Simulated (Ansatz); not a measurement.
Geometry optimisation, Ansatz 0.2.0, RHF/def2-SVP.

The input (input.yaml):

```yaml
crystal:
  periodic: [false, false, false]
  atoms:
    - { symbol: C, position_ang: [-0.7884, -1.9212, 0.2766] }
    - { symbol: Ge, position_ang: [0.2243, -0.3462, -0.278] }
    - { symbol: "N", position_ang: [1.7699, -0.818, -1.1671] }
    - { symbol: O, position_ang: [-0.6414, 0.8639, -1.2304] }
    - { symbol: Si, position_ang: [-0.5535, 2.1746, -0.1455] }
    - { symbol: P, position_ang: [0.6056, 1.1313, 1.4073] }
    - { symbol: H, position_ang: [-1.0783, -2.472, -0.6262] }
    - { symbol: H, position_ang: [-1.7229, -1.5064, 0.7593] }
    - { symbol: H, position_ang: [-0.2461, -2.4854, 1.0098] }
    - { symbol: H, position_ang: [1.69785, -0.425, -2.14326] }
    - { symbol: H, position_ang: [1.69971, -1.88544, -1.32254] }
    - { symbol: H, position_ang: [0.2536, 3.2693, -0.7213] }
    - { symbol: H, position_ang: [-1.9147, 2.6349, 0.3694] }
    - { symbol: H, position_ang: [-0.6066, 0.7139, 2.1547] }
basis:
  gaussian: { orbitals: def2-SVP }
hamiltonian:
  xc: hf
relax:
  f_tol: 0.015
  max_steps: 40
output:
  orbitals: {}
```

Run as:

```bash
$ ansatz run input.yaml --threads 2 --pin off --max-ram 3072MiB --backend cpu --events-out ev --progress --plain --runs-dir out
```

Question: Where does it end, and by what steps?

Answer: The forces met the threshold. After 12 steps the energy has fallen by 0.751 eV; H10 moved furthest, 1.01 Å.

```
step  energy less start (eV)  largest force component (eV/Å)  accepted
   0                  0.0000                           2.718       yes
   1                 -0.5240                           1.058       yes
   2                 -0.6263                           0.665       yes
   3                 -0.6646                           0.354       yes
   4                 -0.7004                           0.169       yes
   5                 -0.7167                           0.313       yes
   6                 -0.7385                           0.135       yes
   7                 -0.7439                           0.105       yes
   8                 -0.7489                           0.077       yes
   9                 -0.7495                           0.056       yes
  10                 -0.7506                           0.037       yes
  11                 -0.7507                           0.016       yes
  12                 -0.7507                           0.014       yes
```

```xyz
14
Properties=species:S:1:pos:R:3
C -0.893 -1.945 0.267
Ge 0.227 -0.435 -0.214
N 1.656 -1.011 -1.156
O -0.766 0.798 -1.106
Si -0.644 2.184 -0.214
P 0.766 1.244 1.352
H -1.194 -2.482 -0.635
H -1.792 -1.605 0.780
H -0.349 -2.631 0.915
H 2.377 -0.358 -1.396
H 1.509 -1.663 -1.905
H -0.016 3.292 -0.962
H -1.931 2.650 0.345
H -0.250 0.890 2.272
```

The run took 67 s on 2 threads of Arm Neoverse V1, with other jobs on the host, peak memory 0.47 GiB.
